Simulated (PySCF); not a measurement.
Atomic charges against the basis set

Species: BH₆OPSi.
Cartesian coordinates in Å at the PBE0-D3(BJ)/def2-SVP level; atoms count from 1:
```xyz
10
BH6OPSi angstrom
B      2.0427   -0.0686   -0.6195
P      0.6244   -0.7868    0.3196
Si    -1.0758    0.6693    0.1809
O     -2.5100   -0.0186    0.6633
H      3.1708   -0.2060   -0.2166
H      1.8238    0.4250   -1.6991
H      0.9906   -0.8581    1.6884
H     -1.0720    1.0753   -1.2571
H     -0.8976    1.8466    1.0701
H     -2.7681   -0.8341    0.2230
```

PBE0 throughout (PySCF), one geometry, spherical d and f functions. Geometry: PBE0-D3(BJ)/def2-SVP, one conformer, isolated molecule. Atoms taken as equivalent share a column and are averaged. The first 7 of 8 kinds of atom are listed.

Mulliken charges (e):

```tsv
basis	functions	B1	P2	Si3	O4	H5/H6	H7	H8/H9
STO-3G	34	-0.061	+0.087	+0.589	-0.425	-0.053	-0.056	-0.113
6-31G	56	-0.090	-0.176	+0.787	-0.786	+0.013	+0.019	-0.097
pcSseg-0	56	-0.105	-0.487	+0.810	-0.821	+0.081	+0.141	-0.050
6-31G*	76	-0.099	-0.223	+0.619	-0.724	+0.030	+0.054	-0.066
cc-pVDZ	94	-0.084	-0.138	+0.428	-0.352	+0.010	+0.050	-0.049
def2-SVP	94	-0.059	-0.200	+0.537	-0.408	+0.014	+0.043	-0.071
aug-cc-pVDZ	154	-1.238	-0.608	+0.178	-0.684	+0.651	+0.343	+0.287
6-311+G(2d,p)	160	-0.200	+0.011	+0.553	-0.638	+0.015	+0.062	-0.048
def2-TZVP	172	-0.096	-0.172	+0.348	-0.520	+0.033	+0.086	-0.018
cc-pVTZ	212	-0.148	-0.113	+0.352	-0.351	+0.038	+0.049	-0.034
IGLO-III	218	+0.004	-0.083	+0.873	-0.622	-0.040	-0.047	-0.152
```

IAO charges (e):

| basis | functions | B1 | P2 | Si3 | O4 | H5/H6 | H7 | H8/H9 |
| --- | --- | --- | --- | --- | --- | --- | --- | --- |
| STO-3G | 34 | -0.197 | +0.069 | +0.726 | -0.568 | -0.004 | -0.024 | -0.120 |
| 6-31G | 56 | -0.231 | -0.033 | +0.698 | -0.733 | +0.036 | +0.037 | -0.084 |
| pcSseg-0 | 56 | -0.240 | -0.053 | +0.698 | -0.707 | +0.036 | +0.051 | -0.084 |
| 6-31G* | 76 | -0.224 | -0.016 | +0.828 | -0.765 | +0.029 | +0.008 | -0.125 |
| cc-pVDZ | 94 | -0.243 | -0.007 | +0.819 | -0.763 | +0.033 | +0.013 | -0.123 |
| def2-SVP | 94 | -0.237 | -0.004 | +0.831 | -0.758 | +0.029 | +0.010 | -0.129 |
| aug-cc-pVDZ | 154 | -0.242 | -0.008 | +0.824 | -0.788 | +0.034 | +0.015 | -0.121 |
| 6-311+G(2d,p) | 160 | -0.247 | 0.000 | +0.852 | -0.797 | +0.034 | +0.009 | -0.129 |
| def2-TZVP | 172 | -0.247 | -0.002 | +0.865 | -0.797 | +0.034 | +0.007 | -0.133 |
| cc-pVTZ | 212 | -0.245 | -0.007 | +0.853 | -0.792 | +0.034 | +0.011 | -0.130 |
| IGLO-III | 218 | -0.251 | +0.002 | +0.859 | -0.800 | +0.034 | +0.009 | -0.131 |

Hirshfeld charges (e):

```tsv
basis	functions	B1	P2	Si3	O4	H5/H6	H7	H8/H9
STO-3G	34	+0.035	+0.025	+0.417	-0.261	-0.080	-0.023	-0.080
6-31G	56	+0.048	-0.050	+0.355	-0.327	-0.048	+0.012	-0.061
pcSseg-0	56	+0.038	-0.029	+0.386	-0.326	-0.057	+0.009	-0.071
6-31G*	76	+0.054	-0.050	+0.332	-0.301	-0.047	+0.010	-0.067
cc-pVDZ	94	+0.044	-0.024	+0.345	-0.293	-0.053	+0.005	-0.073
def2-SVP	94	+0.040	-0.014	+0.353	-0.300	-0.055	+0.004	-0.075
aug-cc-pVDZ	154	+0.045	-0.024	+0.356	-0.310	-0.051	+0.005	-0.069
6-311+G(2d,p)	160	+0.047	-0.024	+0.354	-0.311	-0.052	+0.004	-0.069
def2-TZVP	172	+0.046	-0.025	+0.348	-0.308	-0.052	+0.006	-0.070
cc-pVTZ	212	+0.045	-0.025	+0.349	-0.303	-0.052	+0.005	-0.070
IGLO-III	218	+0.042	-0.011	+0.348	-0.308	-0.054	+0.005	-0.069
```

Some averages cover members that differ in this geometry, most widely: H5/H6, Mulliken in aug-cc-pVDZ +0.610 to +0.692; H8/H9, Mulliken in cc-pVTZ -0.049 to -0.019 e.

Q: Which scheme is steadiest as the basis changes?

A: Largest range over the bases for any column: Hirshfeld 0.08 e, IAO 0.23 e, Mulliken 1.24 e. Hirshfeld charges move least and Mulliken charges most, counted in e. Without the minimal STO-3G basis the ranges are Hirshfeld 0.05, IAO 0.17, Mulliken 1.24 e.

Q: How much do the charges still move between the two largest bases, cc-pVTZ and IGLO-III?

A: At most, over all atoms: Mulliken 0.521 e, IAO 0.010 e, Hirshfeld 0.013 e.

Q: What do the same runs give for the total energy, the frontier levels and the dipole moment?

A: 
```json
{"basis": "STO-3G", "energy (Eh)": "-725.5876", "HOMO (eV)": "-4.18", "LUMO (eV)": "2.22", "μ (D)": "1.38"}
{"basis": "6-31G", "energy (Eh)": "-734.0317", "HOMO (eV)": "-7.44", "LUMO (eV)": "-1.50", "μ (D)": "0.47"}
{"basis": "pcSseg-0", "energy (Eh)": "-733.1688", "HOMO (eV)": "-7.67", "LUMO (eV)": "-1.74", "μ (D)": "0.20"}
{"basis": "6-31G*", "energy (Eh)": "-734.1311", "HOMO (eV)": "-7.33", "LUMO (eV)": "-1.44", "μ (D)": "0.64"}
{"basis": "cc-pVDZ", "energy (Eh)": "-734.1761", "HOMO (eV)": "-7.36", "LUMO (eV)": "-1.59", "μ (D)": "0.79"}
{"basis": "def2-SVP", "energy (Eh)": "-733.9002", "HOMO (eV)": "-7.40", "LUMO (eV)": "-1.63", "μ (D)": "0.74"}
{"basis": "aug-cc-pVDZ", "energy (Eh)": "-734.1923", "HOMO (eV)": "-7.46", "LUMO (eV)": "-1.77", "μ (D)": "0.59"}
{"basis": "6-311+G(2d,p)", "energy (Eh)": "-734.2349", "HOMO (eV)": "-7.48", "LUMO (eV)": "-1.80", "μ (D)": "0.66"}
{"basis": "def2-TZVP", "energy (Eh)": "-734.2475", "HOMO (eV)": "-7.46", "LUMO (eV)": "-1.76", "μ (D)": "0.75"}
{"basis": "cc-pVTZ", "energy (Eh)": "-734.2483", "HOMO (eV)": "-7.44", "LUMO (eV)": "-1.73", "μ (D)": "0.77"}
{"basis": "IGLO-III", "energy (Eh)": "-734.2495", "HOMO (eV)": "-7.45", "LUMO (eV)": "-1.75", "μ (D)": "0.72"}
```

The dipole is fixed by the density alone, so its range of 1.18 D shows that the density itself changes with the basis, not only its division among atoms.
